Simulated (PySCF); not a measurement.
## C2H3In: where a starting geometry ends

The starting geometry of this gas-phase singlet was optimised with GFN2-xTB.

```xyz
6

C    -0.0379    0.0423    1.0659
C    -0.1509    1.0268    0.1961
In   -1.0040   -1.0648   -1.2658
H    -0.3139   -1.0244    0.7680
H     0.1161    2.0333    0.4856
H    -0.5048    1.0392   -0.9112
```

Question: Predict what it relaxes into with PBE0-D3(BJ)/def2-SVP.

Answer: It rearranges to `C=[CH][In]`. Distances that change by over a tenth: In3–H6 (2.19 → 3.10 Å). Contacts that open: In3–H4 (2.15 → 3.05 Å). Contacts that close: C1–In3 (2.76 → 2.25 Å).

The energy falls by 1.94 eV over 27 steps:

```
step  E − E(last) (eV)
   1             1.938
   4             1.865
   7             1.834
  10             1.790
  13             1.704
  15             1.689
  18             0.063
  21             0.009
  24             0.000
  27             0.000
```

Final geometry (Å):

```yaml
atoms:
  - { symbol: C, position_ang: [-0.3321, -0.2480, 0.3364] }
  - { symbol: C, position_ang: [-0.1754, 1.0624, 0.0885] }
  - { symbol: In, position_ang: [-1.1136, -1.4677, -1.3839] }
  - { symbol: H, position_ang: [-0.0627, -0.5920, 1.3469] }
  - { symbol: H, position_ang: [0.1987, 1.7865, 0.8278] }
  - { symbol: H, position_ang: [-0.4157, 1.5083, -0.8906] }
```

The end wasn't checked by frequencies. Atoms past krypton carry core potentials, without spin–orbit terms. Run with PySCF 2.14.0, 55 s on 2 threads of Intel(R) Xeon(R) 6975P-C (Granite Rapids), on a shared host.
